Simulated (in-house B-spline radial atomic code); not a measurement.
Computed with a B-spline radial atomic code. Model: two electrons, singlet ground state, non-relativistic, full CI in B-splines with partial waves to l = 8 (at full coupling up to 3e-4 hartree above the limit, correlation up to 0.6 % small), density held at that of full coupling by Lieb maximisation.

W(λ) is the mean repulsion in the state of coupling λ less the Hartree energy of the fixed density. Its start is exact exchange, its initial slope is twice the second-order Görling-Levy correlation energy, and its area from 0 to 1 is E_xc. A straight curve means weak, dynamic correlation, and a curve that drops fast and flattens means strong correlation.

Command:
```bash
python run_ac.py task.json out
```
Settings (lengths in bohr, energies in hartree):
```
potential              dot
strength               0.181
lmax                   8
second                 1
```

Time taken, with all properties: 20 s on 1 thread of Intel(R) Xeon(R) Processor @ 2.30GHz, on a shared host.

**W = mean repulsion less Hartree energy, and W of three functionals.**

Given: confinement charge in harmonic well; well frequency 0.181 hartree; nuclear charge 1; external potential omega^2 r^2/2 - Z/r.

Computed: PBE exchange minus exact 11.017 millihartree; SCAN exchange minus exact -0.1641 millihartree.

| coupling | W xc (hartree) | W xc minus exchange (millihartree) | kinetic minus Kohn-Sham (millihartree) | LDA (PW92) W minus its exchange (millihartree) | PBE W minus its exchange (millihartree) | SCAN W minus its exchange (millihartree) |
| --- | --- | --- | --- | --- | --- | --- |
| 0 | -0.52648 | 0 | 0 | 0 | 0 | 0 |
| 0.02 | ? | ? | ? | ? | ? | ? |
| 0.05 | -0.53106 | -4.588 | 0.11 | -20.53 | -4.82 | -4.45 |
| 0.12 | -0.53716 | -10.689 | 0.63 | -37.98 | -11.46 | -10.23 |
| 0.25 | -0.54759 | -21.115 | 2.55 | -61.11 | -23 | -19.96 |
| 0.4 | -0.55835 | -31.873 | 6.03 | -81 | -35 | -29.9 |
| 0.6 | -0.57092 | -44.443 | 12.28 | -101.56 | -49.04 | -41.51 |
| 0.8 | -0.58182 | -55.345 | 19.89 | -117.98 | -61.25 | -51.63 |
| 1 | -0.59136 | -64.882 | 28.45 | -131.66 | -71.97 | -60.56 |
| 1.4 | -0.60722 | -80.749 | 47.37 | -153.55 | -89.99 | -75.63 |
| 2 | -0.62528 | -98.805 | 77.78 | -177.87 | -110.99 | -93.24 |
| 3 | ? | ? | ? | ? | ? | ? |
| 4.5 | -0.6654 | -138.93 | 200.39 | -233.46 | -161.56 | -134.39 |
| 7 | -0.68402 | -157.54 | 305.1 | -261.75 | -188.16 | -153.87 |
| 10 | -0.69687 | -170.4 | 412.75 | -282.82 | -208.21 | -166.77 |

Q: What belongs in the row 0.02?

A: W xc (hartree): -0.52833; W xc minus exchange (millihartree): -1.859; kinetic minus Kohn-Sham (millihartree): 0.02; LDA (PW92) W minus its exchange (millihartree): -10.32; PBE W minus its exchange (millihartree): -1.92; SCAN W minus its exchange (millihartree): -1.82.

Q: What belongs in the row 3?

A: W xc (hartree): -0.64598; W xc minus exchange (millihartree): -119.5; kinetic minus Kohn-Sham (millihartree): 128.78; LDA (PW92) W minus its exchange (millihartree): -205.95; PBE W minus its exchange (millihartree): -136.19; SCAN W minus its exchange (millihartree): -114.14.

Q: What is the LDA exchange minus exact?

A: 74.791 millihartree.

**Energy parts, natural occupations and partial-wave weights.**

Computed: total energy -0.3504 hartree; exchange energy -0.52648 hartree; correlation energy -0.036431 hartree; kinetic part of the DFT correlation energy 0.028451 hartree; kinetic part over minus potential part 0.4385; Hartree energy 1.053 hartree; Lieb Oxford ratio E_xc over LDA exchange 1.2462.

```
natural  occupation of the shell (electrons)
      s                               1.9563
      p                                    ?
      s                             0.015719
      d                            0.0007762
      p                           0.00046386
      s                           0.00014643
```

Q: What belongs in the row p?

A: occupation of the shell (electrons): 0.026394.

```json
{"wave": "s", "weight": "0.98606"}
{"wave": "p", "weight": "?"}
{"wave": "d", "weight": "0.0004213"}
{"wave": "f", "weight": "5.1978e-05"}
{"wave": "g", "weight": "1.1398e-05"}
```

Q: What belongs in the row p?

A: weight: 0.013445.

Q: What is the Kohn-Sham kinetic?

A: 0.72189 hartree.

Q: What is the initial slope twice GL2?

A: -0.093763 hartree.

Half-way to full coupling W has made 59 % of its drop, against 50 % for a straight line, and second-order (GL2) theory, half the initial slope, overshoots the correlation energy by about 29 %: a moderate bend, as in light atoms. Over couplings 0 to 1 the errors in E_xc come to about +26 millihartree for LDA, +7.3 millihartree for PBE, +2.2 millihartree for SCAN, so SCAN is nearest. In LDA and PBE and SCAN the errors of exchange and correlation have opposite signs, so the sum is smaller than the larger of the two.
